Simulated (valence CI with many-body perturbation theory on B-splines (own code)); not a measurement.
## Hyperfine factors and g values of Sn XLVI

Calculated by relativistic CI+MBPT: three valence electrons over a frozen Dirac-Fock core [He], radial functions for each j: 11 s, 11 p, 10 d, 8 f, 5 g, 2 h, with the one-electron correlation potential Σ1 (screened to all orders), the two-electron term Σ2, the three-electron term Σ3, Breit, model QED; selected single and double excitations, second order for the rest, scaled by the run's own slope (own B-spline code, finite nucleus).

No measured spectrum was set against this ion. As an estimate, large intervals hold to a few tenths of a per cent, small ones and those within an open d or f shell to about a per cent.

A/g_I is the dipole constant over the nuclear g factor μ/I (μ in nuclear magnetons, uniformly magnetised nucleus), B/Q the quadrupole constant per barn. Both hold the static response of the core; the bare values leave it out. Large factors of s and p1/2 electrons are usually good to 5 to 10 %; those of open d and f shells near neutrality can be off by tens of per cent, and small factors of p3/2, d and f electrons come from cancelling terms and can be off by a factor of two or in sign, in half-filled shells by more. B is blank for J = 1/2, where it vanishes, and for nearly pure S terms. Energies count from the lowest level.

Levels are named by their leading jj configuration (3d3/2^4 stands for four electrons in 3d with j = 3/2), which in mixed levels can hold well under half, so a name can repeat and another be missing. Letters in brackets count levels of one name in rising energy.

| Level | E (eV) | g | A/g_I (MHz) | A/g_I bare | B/Q (MHz/b) | B/Q bare |
| --- | --- | --- | --- | --- | --- | --- |
| (2s^2 2p1/2) J=1/2 | 0.0 | 0.645 | 1540000 | 1530000 |  |  |
| (2s 2p1/2^2) J=1/2 | 145.3 | 2.226 | 4540000 | 4480000 |  |  |
| (2s^2 2p3/2) J=3/2 | 255.7 | 1.318 | 242000 | 249000 | 459000 | 461000 |
| (2s 2p1/2 2p3/2) J=3/2 [a] | 357.5 | 1.665 | 1210000 | 1200000 | 364000 | 365000 |
| (2s 2p1/2 2p3/2) J=5/2 | 386.6 | 1.367 | 1390000 | 1380000 | 266000 | 267000 |
| (2s 2p1/2 2p3/2) J=3/2 [b] | 432.6 | 0.956 | 9860 | 22100 | 313000 | 313000 |
| (2s 2p1/2 2p3/2) J=1/2 | 434.2 | 1.195 | -1420000 | -1380000 |  |  |
| (2p1/2^2 2p3/2) J=3/2 | 590.1 | 1.376 | 210000 | 225000 | 413000 | 414000 |
| (2s 2p3/2^2) J=5/2 | 631.5 | 1.400 | 1160000 | 1160000 | 192000 | 192000 |
| (2s 2p3/2^2) J=1/2 | 698.8 | 1.863 | 4740000 | 4670000 |  |  |
| (2s 2p3/2^2) J=3/2 | 699.9 | 1.198 | -645000 | -620000 | -128000 | -128000 |
| (2p1/2 2p3/2^2) J=3/2 | 817.5 | 1.432 | -27900 | -9920 | 71300 | 71400 |
| (2p1/2 2p3/2^2) J=5/2 | 836.0 | 1.183 | 490000 | 497000 | -2050 | -2050 |
| (2p1/2 2p3/2^2) J=1/2 | 871.1 | 0.645 | 1540000 | 1520000 |  |  |
| (2p3/2^3) J=3/2 | 1103.8 | 1.281 | 238000 | 249000 | -483000 | -484000 |
| (2s^2 3s) J=1/2 | 4363.3 | 1.994 | 1400000 | 1380000 |  |  |
| (2s^2 3p1/2) J=1/2 | 4414.3 | 0.670 | 448000 | 445000 |  |  |
| (2s 2p1/2 3s) J=1/2 [a] | 4463.0 | 2.402 | 2710000 | 2670000 |  |  |
| (2s 2p1/2 3s) J=3/2 | 4474.4 | 1.500 | 1850000 | 1830000 | -11000 | -11000 |
| (2s^2 3p3/2) J=3/2 | 4496.3 | 1.410 | 758000 | 752000 | 48100 | 48200 |
| (2s 2p1/2 3s) J=1/2 [b] | 4497.9 | 0.743 | 2360000 | 2330000 |  |  |
| (2s 2p1/2 3p1/2) J=1/2 [a] | 4506.2 | 0.258 | -301000 | -291000 |  |  |
| (2s 2p1/2 3p1/2) J=3/2 | 4521.4 | 1.048 | 1710000 | 1690000 | -51700 | -51700 |
| (2s^2 3d3/2) J=3/2 | 4532.9 | 0.887 | 549000 | 543000 | -14500 | -14300 |
| (2s 2p1/2 3p1/2) J=1/2 [b] | 4548.6 | 2.026 | 4730000 | 4670000 |  |  |
| (2s^2 3d5/2) J=5/2 | 4551.5 | 1.195 | 29500 | 29400 | 36200 | 36600 |
| (2s 2p1/2 3p3/2) J=3/2 [a] | 4589.6 | 1.410 | 262000 | 262000 | 126000 | 127000 |
| (2s 2p1/2 3p3/2) J=1/2 | 4603.4 | 1.329 | -1500000 | -1480000 |  |  |
| (2s 2p1/2 3p3/2) J=5/2 | 4608.8 | 1.346 | 1270000 | 1260000 | 36600 | 36600 |
| (2s 2p1/2 3p3/2) J=3/2 [b] | 4611.9 | 1.244 | 699000 | 694000 | 98100 | 98200 |
| (2s 2p1/2 3d3/2) J=3/2 [a] | 4619.5 | 0.550 | -427000 | -419000 | 34100 | 34400 |
| (2s 2p1/2 3d3/2) J=5/2 | 4637.1 | 1.045 | 1040000 | 1030000 | -40500 | -40300 |
| (2s 2p1/2 3d3/2) J=1/2 | 4649.0 | 0.407 | -1810000 | -1790000 |  |  |
| (2s 2p1/2 3d5/2) J=5/2 [a] | 4650.5 | 1.343 | 515000 | 507000 | 23200 | 23500 |
| (2s 2p1/2 3d3/2) J=3/2 [b] | 4651.0 | 1.248 | 1080000 | 1070000 | 60400 | 60600 |
| (2p1/2^2 3s) J=1/2 | 4658.0 | 1.960 | 895000 | 886000 |  |  |
| (2s 2p1/2 3d5/2) J=7/2 | 4666.6 | 1.248 | 902000 | 891000 | -71600 | -71400 |
| (2s 2p1/2 3d5/2) J=3/2 | 4676.9 | 1.047 | -964000 | -953000 | 6050 | 6270 |
| (2s 2p1/2 3d5/2) J=5/2 [b] | 4677.1 | 1.043 | 112000 | 112000 | 99400 | 99900 |
| (2p1/2^2 3p1/2) J=1/2 | 4693.6 | 0.642 | 263000 | 262000 |  |  |

Q: Take the isotope of mass number 119, with I = 1/2, μ = -1.0459 μN. What is the hyperfine structure of (2s 2p1/2 2p3/2) J=5/2?

A: From the table A = -2910000 MHz. Shifts from the centre of gravity in MHz: F = 2: 5090000, F = 3: -3640000.
